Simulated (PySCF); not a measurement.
## Shapes and spin states of Sc₂Cl⁺

All numbers come from PySCF, PBE0, basis Cl def2-SVP, Sc def2-SVP (no relativity, density fitting).

Relaxations began from a few typed shapes and spin states; open shells are unrestricted. The search is not exhaustive: other isomers or separated fragments can lie lower, and high-lying points may rest on an excited occupation.

Which is the lowest minimum found?
A. triplet C2v: Cl–Sc 2.467 Å (×2), Sc–Sc 3.020 Å; Cl–Sc–Sc 52.3° (×2), Sc–Cl–Sc 75.5°
B. quintet C2v: Cl–Sc 2.476 Å (×2); Sc–Cl–Sc 132.8°
C. triplet C2v: Cl–Sc 2.455 Å (×2), Sc–Sc 2.773 Å; Cl–Sc–Sc 55.6° (×2), Sc–Cl–Sc 68.8°

C. The others lie at 10.4 (triplet C2v), 39.5 (quintet C2v) kJ/mol above it.

For the lowest minimum: the spin densities have lower symmetry than the nuclear frame. Other spin states or occupations of the open shell can lie lower.
